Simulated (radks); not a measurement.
Q: Species: the chromium ion Cr+. Configuration: [Ar] 3d5 (the NIST ground configuration). Calculated with a radial shooting solver on a logarithmic mesh with Libxc functionals: scalar-relativistic Kohn-Sham, PBE, spin-polarised, spherical densities, finite nucleus; open shells are filled with parallel spins first; Fermi nuclear charge, rms radius 3.6452 fm. Some entries of the table are withheld. Estimate them.

orbital,occ.,eigenvalue (hartree),r(max) (bohr),<r> (bohr)
1s down,1,-216.3372,0.04161,0.06355
1s up,1,-216.3362,0.04161,0.06355
2s up,1,-24.75019,0.2435,0.2933
2s down,1,-24.69102,0.2433,0.2928
2p up,3,-20.83253,0.1978,(1)
2p down,3,-20.78753,0.1976,(2)
3s up,1,(3),0.7777,0.9037
3s down,1,(4),0.7778,0.9050
3p up,3,-1.96881,0.7995,0.9684
3p down,3,-1.80524,0.7999,0.9719
3d up,5,-0.40153,0.8420,1.383

A: 
(1) 2p up <r> (bohr): 0.2601
(2) 2p down <r> (bohr): 0.2595
(3) 3s up eigenvalue (hartree): -3.01609
(4) 3s down eigenvalue (hartree): -2.85093
